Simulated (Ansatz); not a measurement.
Frontier orbitals of CH3FGe (`[CH3][Ge][F]`).

```xyz
6

C     0.0959   -0.1636    0.5525
Ge    0.0999   -0.6395   -1.3709
F    -0.4512    0.9452   -1.9227
H     0.4195   -0.9860    1.1933
H    -0.9153    0.1441    0.8396
H     0.7512    0.6997    0.7082
```

The species carries charge 0 and has multiplicity 1. Correlated methods include outer-core shells of Ge, which these sets cover unevenly. Scalar relativity is left out up to krypton. All single points use the PBE0-D4/def2-TZVP geometry. Basis def2-TZVPP, Ansatz 0.2.0.

(1) Compute the vertical ionisation energy as the energy of the cation minus that of the neutral molecule, at each level. (Estimate.)

Results:

(1) Computed: 
```json
{"level": "PBE-D4/def2-TZVPP", "IE (eV)": "9.05", "difference from CCSD(T)/def2-TZVPP": "-0.21"}
{"level": "r2SCAN-D4/def2-TZVPP", "IE (eV)": "9.10", "difference from CCSD(T)/def2-TZVPP": "-0.16"}
{"level": "PBE0-D4/def2-TZVPP", "IE (eV)": "9.16", "difference from CCSD(T)/def2-TZVPP": "-0.10"}
{"level": "B3LYP-D4/def2-TZVPP", "IE (eV)": "9.26", "difference from CCSD(T)/def2-TZVPP": "0.00"}
{"level": "ωB97X-V/def2-TZVPP", "IE (eV)": "9.24", "difference from CCSD(T)/def2-TZVPP": "-0.02"}
{"level": "ωB97M-V/def2-TZVPP", "IE (eV)": "9.23", "difference from CCSD(T)/def2-TZVPP": "-0.04"}
{"level": "B2PLYP/def2-TZVPP", "IE (eV)": "9.18", "difference from CCSD(T)/def2-TZVPP": "-0.08"}
{"level": "HF/def2-TZVPP", "IE (eV)": "8.33", "difference from CCSD(T)/def2-TZVPP": "-0.94"}
{"level": "MP2/def2-TZVPP", "IE (eV)": "9.25", "difference from CCSD(T)/def2-TZVPP": "-0.01"}
{"level": "CCSD/def2-TZVPP", "IE (eV)": "9.25", "difference from CCSD(T)/def2-TZVPP": "-0.01"}
{"level": "CCSD(T)/def2-TZVPP", "IE (eV)": "9.26", "difference from CCSD(T)/def2-TZVPP": "0.00"}
{"level": "HF/def2-QZVPP", "IE (eV)": "8.33", "difference from CCSD(T)/def2-TZVPP": "-0.93"}
{"level": "MP2/def2-QZVPP", "IE (eV)": "9.39", "difference from CCSD(T)/def2-TZVPP": "0.12"}
```

B3LYP here is the variant with VWN-RPA as its local correlation; programs differ in this.
